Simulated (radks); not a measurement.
Values are calculated unless marked as measured or tabulated.
Q: Ionisation of Ru+, [Kr] 4d7, to Ru2+, [Kr] 4d6, under several functionals. Scalar-relativistic Kohn-Sham, spin-polarised, spherical densities, finite nucleus; open shells are filled with parallel spins first (spin-orbit coupling, left out, can overturn this in heavy ions); a radial shooting solver on a logarithmic mesh with Libxc functionals. The NIST Atomic Spectra Database gives 16.8 eV (semi-empirical). Rank these functionals by the error of their Delta-SCF ionisation energy: SOGGA; TASK exchange with Perdew-Wang LDA correlation; LDA (Slater exchange, Perdew-Wang correlation); B86b exchange with PBE correlation; MS2 meta-GGA; SCAN; AM05; OLYP.

A: From best to worst: AM05 16.760 eV (0.000); B86b exchange with PBE correlation 16.739 eV (-0.021); SOGGA 16.597 eV (-0.163); OLYP 16.596 eV (-0.164); LDA (Slater exchange, Perdew-Wang correlation) 17.134 eV (+0.374); MS2 meta-GGA 16.330 eV (-0.430); SCAN 16.268 eV (-0.492); TASK exchange with Perdew-Wang LDA correlation 15.506 eV (-1.254). Open shells are spherical and high-spin; term and fine-structure splittings are not resolved.
